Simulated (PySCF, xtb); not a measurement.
Si(Cl)2(GeH3)(OH) (Cl2GeH4OSi), SMILES O[Si](Cl)(Cl)[GeH3]. The values are those of a single conformer.

Harmonic wavenumbers (cm⁻¹) from GFN2-xTB (xtb) at its own minimum, in rising order: 31, 78, 100, 148, 158, 186, 225, 344, 420, 426, 496, 535, 763, 797, 870, 875, 900, 1987, 2069, 2095, 3646.

**Question.** What does PBE-D3(BJ)/def2-SVP run with PySCF give at its own minimum? (An estimate is asked for; the answer gives what the named calculation found.)

**Answer.** 83, 96, 105, 178, 186, 194, 290, 351, 454, 462, 534, 574, 759, 790, 847, 847, 904, 2086, 2104, 2106, 3734. Paired by order, the mean absolute difference is 31 cm⁻¹ and the zero-point energies are 24.5 and 25.3 kcal/mol.
